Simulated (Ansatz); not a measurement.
Born–Oppenheimer molecular dynamics of CH₁₁NOSi₂ (16 atoms, charge 0, multiplicity 1). It starts from a rough guess of a transition structure, not a stationary point.

Level of theory: Ansatz, UKS BHLYP/STO-3G.

```yaml
ensemble: NVE (velocity Verlet)
time_step: 0.5 fs
steps_asked: 150
starting_velocities_drawn_for: 300 K
seed: 340623
```

Frames 0.5 fs apart, positions in Å, forces in eV/Å.

Velocities at 50.0 fs (Å/ps):

```
Si -6.60 12.82 2.96
O 10.01 -14.34 -7.73
C 0.99 -5.25 1.55
H 23.78 45.67 -27.19
H 14.95 6.09 -26.61
N -3.45 -0.80 -4.38
H -72.27 -74.75 -73.58
Si 2.79 -0.22 8.72
H 30.10 1.38 32.21
H -3.45 29.27 -28.87
H -9.78 -26.59 -49.14
H 10.54 -11.37 7.89
H -2.18 -29.57 -10.08
H -12.85 23.58 46.62
H -16.53 -12.62 -24.35
H 21.10 -0.74 -7.29
```

```xyz
16
Properties=species:S:1:pos:R:3:forces:R:3 time_fs=50.0 energy_less_start_eV=-1.982 T=1389
Si -0.414 1.414 0.237 0.85 -0.83 -1.96
O 0.113 -1.503 -0.433 2.21 1.88 -2.98
C -0.153 -1.747 -1.855 0.44 0.88 -1.57
H -1.613 1.096 -0.546 0.27 0.03 0.88
H -0.476 2.854 0.500 0.11 -0.82 0.00
N 0.973 1.145 -0.938 -0.59 1.56 0.53
H -0.584 -2.084 -0.177 -3.13 -2.55 2.84
Si 0.078 0.251 2.120 -1.28 1.07 -0.03
H 0.662 -1.314 -2.515 -0.96 -0.69 1.01
H -1.131 -1.326 -2.208 0.70 0.25 0.51
H -0.269 -2.819 -2.076 0.59 -0.14 0.10
H 0.700 0.528 -1.741 -0.14 0.56 0.48
H 1.095 2.105 -1.365 0.22 -0.87 -0.22
H -0.505 -1.099 2.309 0.28 1.38 0.13
H 1.448 0.266 2.401 1.07 -0.55 -0.33
H -0.284 1.351 2.997 -0.64 -1.17 0.61
16
Properties=species:S:1:pos:R:3:forces:R:3 time_fs=50.5 energy_less_start_eV=-2.021 T=1409
Si -0.417 1.420 0.239 1.16 -0.99 -2.01
O 0.118 -1.510 -0.437 -0.44 -0.33 -1.89
C -0.152 -1.749 -1.854 0.39 0.70 -2.38
H -1.601 1.119 -0.558 0.05 -0.05 0.82
H -0.469 2.857 0.487 0.10 -0.65 0.09
N 0.971 1.144 -0.940 -0.66 1.16 0.94
H -0.624 -2.124 -0.210 -0.75 -0.54 2.28
Si 0.080 0.251 2.125 -1.60 1.13 -0.29
H 0.675 -1.314 -2.498 -1.03 -0.72 0.87
H -1.132 -1.311 -2.222 1.06 0.05 0.71
H -0.273 -2.832 -2.101 0.63 0.48 0.32
H 0.705 0.523 -1.736 -0.20 0.44 0.38
H 1.095 2.090 -1.371 0.29 -0.34 -0.41
H -0.511 -1.086 2.333 0.23 1.23 0.09
H 1.442 0.259 2.388 1.42 -0.55 -0.26
H -0.275 1.349 2.994 -0.66 -1.01 0.74
16
Properties=species:S:1:pos:R:3:forces:R:3 time_fs=51.0 energy_less_start_eV=-1.908 T=1349
Si -0.420 1.427 0.240 1.47 -1.18 -2.03
O 0.123 -1.517 -0.441 -2.67 -2.16 -1.08
C -0.152 -1.752 -1.854 0.30 0.48 -3.00
H -1.589 1.142 -0.569 -0.18 -0.14 0.74
H -0.461 2.857 0.474 0.10 -0.45 0.18
N 0.969 1.144 -0.942 -0.72 0.74 1.38
H -0.665 -2.166 -0.238 1.26 1.14 1.96
Si 0.081 0.251 2.129 -1.80 1.22 -0.53
H 0.687 -1.316 -2.478 -1.01 -0.69 0.66
H -1.130 -1.296 -2.234 1.32 -0.14 0.86
H -0.276 -2.845 -2.124 0.65 1.01 0.51
H 0.709 0.519 -1.731 -0.28 0.27 0.24
H 1.095 2.073 -1.377 0.37 0.24 -0.62
H -0.516 -1.069 2.357 0.17 1.03 0.06
H 1.438 0.250 2.375 1.67 -0.55 -0.21
H -0.266 1.345 2.993 -0.67 -0.83 0.87
16
Properties=species:S:1:pos:R:3:forces:R:3 time_fs=51.5 energy_less_start_eV=-1.689 T=1231
Si -0.423 1.433 0.241 1.79 -1.38 -2.02
O 0.128 -1.525 -0.446 -4.26 -3.45 -0.52
C -0.151 -1.754 -1.855 0.21 0.26 -3.41
H -1.577 1.165 -0.578 -0.41 -0.22 0.64
H -0.453 2.857 0.461 0.09 -0.22 0.27
N 0.967 1.144 -0.944 -0.78 0.36 1.82
H -0.704 -2.205 -0.262 2.68 2.31 1.82
Si 0.082 0.251 2.134 -1.84 1.35 -0.76
H 0.696 -1.319 -2.457 -0.89 -0.61 0.39
H -1.126 -1.282 -2.244 1.47 -0.29 0.97
H -0.277 -2.854 -2.147 0.66 1.43 0.68
H 0.713 0.516 -1.725 -0.35 0.08 0.09
H 1.095 2.057 -1.385 0.44 0.80 -0.81
H -0.522 -1.051 2.380 0.08 0.77 0.04
H 1.438 0.241 2.361 1.78 -0.55 -0.19
H -0.260 1.339 2.994 -0.66 -0.63 0.99
16
Properties=species:S:1:pos:R:3:forces:R:3 time_fs=52.0 energy_less_start_eV=-1.444 T=1098
Si -0.426 1.439 0.242 2.09 -1.58 -2.00
O 0.132 -1.533 -0.450 -5.31 -4.27 -0.14
C -0.150 -1.756 -1.856 0.13 0.06 -3.62
H -1.566 1.186 -0.585 -0.65 -0.31 0.54
H -0.444 2.855 0.449 0.09 0.02 0.36
N 0.965 1.145 -0.945 -0.81 0.09 2.19
H -0.736 -2.239 -0.280 3.58 3.04 1.78
Si 0.083 0.251 2.138 -1.71 1.51 -0.96
H 0.703 -1.324 -2.435 -0.69 -0.49 0.07
H -1.117 -1.268 -2.252 1.51 -0.40 1.02
H -0.277 -2.861 -2.168 0.64 1.71 0.82
H 0.716 0.513 -1.719 -0.42 -0.12 -0.05
H 1.097 2.043 -1.395 0.49 1.24 -0.95
H -0.527 -1.030 2.404 -0.04 0.47 0.03
H 1.443 0.230 2.347 1.73 -0.53 -0.18
H -0.255 1.331 2.997 -0.64 -0.45 1.09
16
Properties=species:S:1:pos:R:3:forces:R:3 time_fs=52.5 energy_less_start_eV=-1.246 T=990
Si -0.429 1.445 0.243 2.35 -1.77 -1.96
O 0.136 -1.541 -0.455 -5.94 -4.75 0.15
C -0.150 -1.758 -1.858 0.08 -0.10 -3.65
H -1.556 1.208 -0.591 -0.87 -0.38 0.43
H -0.436 2.854 0.438 0.09 0.26 0.44
N 0.963 1.145 -0.947 -0.80 0.00 2.44
H -0.760 -2.265 -0.295 4.10 3.45 1.79
Si 0.083 0.252 2.142 -1.43 1.69 -1.13
H 0.708 -1.330 -2.413 -0.41 -0.33 -0.27
H -1.105 -1.254 -2.257 1.44 -0.45 1.01
H -0.275 -2.863 -2.187 0.60 1.84 0.91
H 0.718 0.509 -1.712 -0.49 -0.30 -0.18
H 1.100 2.031 -1.407 0.50 1.48 -1.00
H -0.532 -1.008 2.428 -0.16 0.15 0.03
H 1.452 0.217 2.333 1.53 -0.51 -0.19
H -0.251 1.323 3.003 -0.60 -0.27 1.18
16
Properties=species:S:1:pos:R:3:forces:R:3 time_fs=53.0 energy_less_start_eV=-1.139 T=931
Si -0.431 1.450 0.243 2.57 -1.94 -1.91
O 0.138 -1.551 -0.460 -6.28 -4.99 0.38
C -0.149 -1.761 -1.860 0.10 -0.20 -3.53
H -1.549 1.228 -0.596 -1.05 -0.44 0.33
H -0.427 2.854 0.428 0.09 0.48 0.51
N 0.960 1.145 -0.947 -0.75 0.09 2.51
H -0.774 -2.283 -0.305 4.35 3.63 1.81
Si 0.084 0.252 2.146 -1.02 1.89 -1.27
H 0.712 -1.337 -2.392 -0.09 -0.15 -0.62
H -1.090 -1.242 -2.260 1.26 -0.46 0.95
H -0.271 -2.861 -2.203 0.53 1.83 0.96
H 0.719 0.505 -1.707 -0.53 -0.44 -0.26
H 1.104 2.024 -1.421 0.47 1.47 -0.92
H -0.537 -0.986 2.452 -0.29 -0.18 0.04
H 1.464 0.204 2.318 1.19 -0.48 -0.21
H -0.249 1.313 3.012 -0.55 -0.12 1.22
16
Properties=species:S:1:pos:R:3:forces:R:3 time_fs=53.5 energy_less_start_eV=-1.137 T=930
Si -0.434 1.456 0.244 2.72 -2.06 -1.86
O 0.139 -1.561 -0.464 -6.40 -5.04 0.55
C -0.148 -1.763 -1.863 0.21 -0.23 -3.28
H -1.544 1.247 -0.600 -1.19 -0.49 0.27
H -0.418 2.855 0.419 0.09 0.65 0.58
N 0.958 1.145 -0.947 -0.66 0.35 2.38
H -0.777 -2.292 -0.311 4.41 3.64 1.82
Si 0.085 0.253 2.150 -0.54 2.08 -1.38
H 0.716 -1.345 -2.372 0.24 0.03 -0.94
H -1.071 -1.232 -2.261 0.98 -0.40 0.83
H -0.266 -2.855 -2.218 0.44 1.68 0.95
H 0.719 0.500 -1.702 -0.56 -0.52 -0.27
H 1.109 2.020 -1.438 0.38 1.23 -0.71
H -0.543 -0.964 2.477 -0.42 -0.49 0.05
H 1.480 0.190 2.302 0.76 -0.44 -0.22
H -0.248 1.304 3.024 -0.47 0.00 1.23
16
Properties=species:S:1:pos:R:3:forces:R:3 time_fs=54.0 energy_less_start_eV=-1.236 T=984
Si -0.436 1.462 0.244 2.81 -2.12 -1.82
O 0.140 -1.571 -0.469 -6.31 -4.93 0.68
C -0.147 -1.765 -1.867 0.44 -0.18 -2.92
H -1.542 1.265 -0.603 -1.27 -0.52 0.23
H -0.409 2.857 0.412 0.09 0.77 0.63
N 0.955 1.145 -0.947 -0.53 0.71 2.06
H -0.770 -2.292 -0.313 4.27 3.49 1.83
Si 0.085 0.254 2.154 -0.06 2.25 -1.44
H 0.721 -1.352 -2.354 0.53 0.19 -1.21
H -1.051 -1.222 -2.259 0.61 -0.28 0.67
H -0.261 -2.845 -2.230 0.33 1.38 0.90
H 0.717 0.494 -1.697 -0.55 -0.52 -0.23
H 1.116 2.018 -1.456 0.25 0.82 -0.41
H -0.550 -0.944 2.501 -0.52 -0.76 0.04
H 1.497 0.174 2.286 0.29 -0.38 -0.22
H -0.249 1.294 3.038 -0.38 0.08 1.19
16
Properties=species:S:1:pos:R:3:forces:R:3 time_fs=54.5 energy_less_start_eV=-1.412 T=1080
Si -0.438 1.467 0.244 2.82 -2.12 -1.79
O 0.139 -1.583 -0.473 -5.95 -4.61 0.74
C -0.146 -1.768 -1.872 0.81 -0.01 -2.48
H -1.543 1.282 -0.606 -1.30 -0.54 0.23
H -0.400 2.861 0.406 0.09 0.82 0.66
N 0.952 1.145 -0.947 -0.39 1.07 1.62
H -0.753 -2.285 -0.310 3.89 3.15 1.85
Si 0.086 0.255 2.157 0.38 2.37 -1.44
H 0.727 -1.359 -2.339 0.75 0.31 -1.39
H -1.028 -1.212 -2.256 0.17 -0.11 0.46
H -0.254 -2.831 -2.240 0.19 0.94 0.79
H 0.714 0.486 -1.693 -0.52 -0.44 -0.11
H 1.122 2.019 -1.475 0.09 0.32 -0.04
H -0.559 -0.925 2.525 -0.58 -0.96 0.02
H 1.515 0.157 2.269 -0.19 -0.31 -0.21
H -0.250 1.284 3.056 -0.27 0.11 1.10
16
Properties=species:S:1:pos:R:3:forces:R:3 time_fs=55.0 energy_less_start_eV=-1.624 T=1195
Si -0.439 1.472 0.244 2.77 -2.05 -1.78
O 0.138 -1.595 -0.477 -5.22 -4.00 0.70
C -0.145 -1.770 -1.877 1.31 0.28 -1.96
H -1.548 1.297 -0.609 -1.25 -0.54 0.27
H -0.390 2.867 0.401 0.08 0.80 0.68
N 0.950 1.146 -0.946 -0.26 1.36 1.10
H -0.726 -2.269 -0.303 3.18 2.55 1.88
Si 0.086 0.256 2.161 0.74 2.44 -1.39
H 0.735 -1.365 -2.328 0.86 0.37 -1.48
H -1.006 -1.203 -2.252 -0.31 0.11 0.22
H -0.247 -2.815 -2.248 0.04 0.36 0.61
H 0.710 0.477 -1.690 -0.47 -0.30 0.05
H 1.129 2.021 -1.494 -0.08 -0.17 0.33
H -0.568 -0.908 2.550 -0.61 -1.07 -0.02
H 1.532 0.140 2.252 -0.64 -0.24 -0.18
H -0.252 1.275 3.076 -0.14 0.11 0.97
16
Properties=species:S:1:pos:R:3:forces:R:3 time_fs=55.5 energy_less_start_eV=-1.818 T=1299
Si -0.440 1.477 0.243 2.67 -1.92 -1.78
O 0.136 -1.608 -0.481 -3.96 -3.00 0.50
C -0.144 -1.772 -1.883 1.89 0.67 -1.40
H -1.555 1.312 -0.611 -1.15 -0.53 0.35
H -0.380 2.875 0.399 0.07 0.70 0.69
N 0.947 1.147 -0.945 -0.15 1.55 0.58
H -0.692 -2.248 -0.292 2.00 1.59 1.98
Si 0.087 0.258 2.164 0.97 2.44 -1.27
H 0.744 -1.370 -2.320 0.84 0.38 -1.48
H -0.984 -1.194 -2.248 -0.78 0.34 -0.02
H -0.240 -2.798 -2.255 -0.13 -0.31 0.38
H 0.705 0.468 -1.686 -0.39 -0.13 0.24
H 1.136 2.022 -1.513 -0.25 -0.60 0.67
H -0.580 -0.894 2.574 -0.57 -1.08 -0.10
H 1.548 0.122 2.235 -1.04 -0.17 -0.13
H -0.254 1.266 3.098 -0.01 0.07 0.79
```

Of the whole run (75 fs, mean temperature of the second half 1247 K): The conserved energy stayed within 1.6 meV per atom of its start (net change 0.15 meV per atom), so there is no drift, though single steps change it by up to 25 meV in the whole system, a sign of fast motions only just resolved. The system heated up, since it started high on the potential surface and ran downhill. A run of 0.075 ps of so small a system gives no equilibrium averages. The orbitals stay closed-shell, which can raise the energy where a bond breaks towards radicals; this wasn't checked here. Limits of this set-up: minimal basis.

Run time: 7.9 min on 1 thread of Intel(R) Xeon(R) 6975P-C (Granite Rapids), on a shared host, peak memory 0.19 GiB.
